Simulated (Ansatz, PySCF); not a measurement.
Species, as SMILES: NB (BH2-NH2).
Geometry (B3LYP-D3(BJ)/def2-TZVP, fixed):
```xyz
6

B     -0.7766     0.0323    -0.0041
N      0.6098    -0.0254     0.0032
H     -1.3984    -0.9854    -0.0254
H     -1.3119     1.0982     0.0110
H      1.1972     0.7922     0.0209
H      1.1274    -0.8889    -0.0085
```

Near-linear dependence at PBE0/6-311++G(2d,2p) with PySCF (spherical functions, density fitting): canonical orthogonalisation drops combinations whose overlap eigenvalue lies under the threshold. The set has 94 functions.

| threshold | orbitals kept | energy minus last row (mEh) | SCF cycles |
|---|---|---|---|
| 1e-3 | 92 | 0.104 | 8 |
| 1e-4 | 94 | 0.000 | 8 |
| 1e-5 | 94 | 0.000 | 8 |
| 1e-6 | 94 | 0.000 | 8 |
| 1e-7 | 94 | 0.000 | 8 |
| 1e-9 | 94 | 0.000 | 8 |

The smallest overlap eigenvalue is 6.8e-04. Ansatz (a quantum-chemistry and plane-wave program) at its default drops 0 functions.
